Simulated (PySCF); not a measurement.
## Si(SMe)2 (CS[Si]SC, C2H6S2Si)

Geometry (Å), atoms numbered from 1 in this order:
```xyz
11

Si    0.000   -0.012   -0.265
S     1.640    0.028    1.139
C     2.995    0.066   -0.080
H     2.944   -0.809   -0.720
H     3.922    0.058    0.483
H     2.932    0.973   -0.673
S    -1.643   -0.016    1.136
C    -2.995   -0.065   -0.087
H    -2.952    0.814   -0.722
H    -3.923   -0.069    0.475
H    -2.920   -0.968   -0.685
```

Computed, not measured: PySCF, GIAO revPBE/def2-SVP magnetisability, rotational g tensor and spin-rotation constants, non-relativistic, gas phase. Geometry: GFN2-xTB.

How diamagnetic is it, and how anisotropic?

Isotropic -1154 × 10⁻³⁰ J/T², or -69.5 × 10⁻⁶ cm³/mol; principal values -1261, -1121, -1078 × 10⁻³⁰ J/T², anisotropy 166 × 10⁻³⁰ J/T² (root of half the summed squared differences of the principal values). The susceptibility is in cgs units.

Split it along the inertial axes a, b, c into diamagnetic and paramagnetic parts about the centre of mass, with the quadrupole moment.


```csv
axis,χ (10⁻⁶ cm³/mol),diamagnetic (10⁻⁶ cm³/mol),paramagnetic (10⁻⁶ cm³/mol),summed x² of all electrons (Å²),quadrupole Θ (D Å)
a,-64.9,-241.9,177.0,268.0,+12.32
b,-67.5,-1197.5,1129.9,42.8,-8.56
c,-75.9,-1318.7,1242.7,14.2,-3.76
```
Anisotropies 2χaa − χbb − χcc = +13.6 and 2χbb − χaa − χcc = +5.8 × 10⁻⁶ cm³/mol. Θ is traceless in Buckingham's convention.

And the rotational g tensor?


| axis | rotational constant (GHz) | g | nuclear part | electronic part |
| --- | --- | --- | --- | --- |
| a | 8.4799 | -0.1259 | 0.5792 | -0.7052 |
| b | 1.1066 | -0.0087 | 0.5787 | -0.5874 |
| c | 0.9912 | -0.0052 | 0.5735 | -0.5787 |

Asymmetric top; isotopes 12C, 1H, 32S, 28Si; no vibrational averaging.
